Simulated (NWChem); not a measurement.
**Atomisation of CH$_{8}$OSi$_{2}$**

```
O
Si 1 1.6516
Si 1 1.6611 2 150.56
H 2 1.4909 1 108.78 3 -177.60
H 3 1.4925 1 107.36 2 -176.45
H 2 1.4953 4 109.27 1 120.80
H 2 1.4960 4 109.06 6 118.52
H 3 1.4973 5 108.92 1 -118.02
C 3 1.8695 5 110.34 8 -120.75
H 9 1.1010 3 111.12 5 -60.32
H 9 1.1011 10 108.26 3 122.69
H 9 1.1021 10 107.99 11 116.56
```
Charge 0, spin multiplicity 1.

Everything below was run with NWChem. All single points use one geometry, from PBE0/def2-SVP, a minimum by its harmonic frequencies. It is one conformer; others weren't searched.

Basis set: def2-TZVP. The atomisation energy is electronic alone: no zero-point, thermal, spin-orbit or counterpoise terms. No value is extrapolated to the basis-set limit. Free atoms are single determinants with multiplicities Si 3, O 3, C 3, H 2. Correlated methods freeze the same cores in atoms and molecule, 12 orbitals in all.

```csv
method,atomisation energy (kcal/mol),relative cost
B3LYP,991.5,1
PBE0,984.0,under 3
PBE,989.6,under 3
BHandHLYP,978.4,under 3
BLYP,979.9,under 3
HF,765.6,under 3
MP2,969.1,3
LC-wPBE (omega 0.3 per bohr),990.4,10
```

The values span 225.9 kcal/mol, from HF (lowest) to B3LYP (highest). Costs are rough ratios of processor time within this set of runs, SCF included, with B3LYP as 1. Costs are the molecule's.

B3LYP has NWChem's definition, with VWN1-RPA local correlation. GW and range-separated runs recompute their integrals, the others keep them in memory, which bears on the times. The structure started from a generated list of species. No SCF solution was tested for a lower state. Open-shell Hartree-Fock references start from PBE0 orbitals; any time given for them includes that run.
